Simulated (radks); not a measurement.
The numbers below are computed, except where a source is named.
The nuclear charge of the selenium ion Se2+ is varied continuously with 32 electrons held in [Ar] 3d10 4s2 4p2. Code: a radial shooting solver on a logarithmic mesh with Libxc functionals. Model: Dirac Kohn-Sham, PBEsol, spin-unpolarised, spherical densities, point nucleus; open shells fill j = l - 1/2 first. By the Hellmann-Feynman theorem dE/dZ = E(electron-nucleus)/Z, the electronic potential at the nucleus.

Z     E (hartree)  E(electron-nucleus)/Z (hartree)   HOMO  e(HOMO) (eV)  <r> HOMO (bohr)
33    -2259.00777                         -164.965  4p1/2       -13.496            2.284
33.5  -2342.32911                         -168.320  4p1/2       -19.310            2.107
34    -2427.32742                         -171.673  4p1/2       -25.737            1.965
34.5  -2514.00246                         -175.027  4p1/2       -32.741            1.847
35    -2602.35472                         -178.382  4p1/2       -40.299            1.747

The central difference of E at Z = 34 is -171.673 hartree, to compare with the third column; the second derivative is -6.71 hartree.
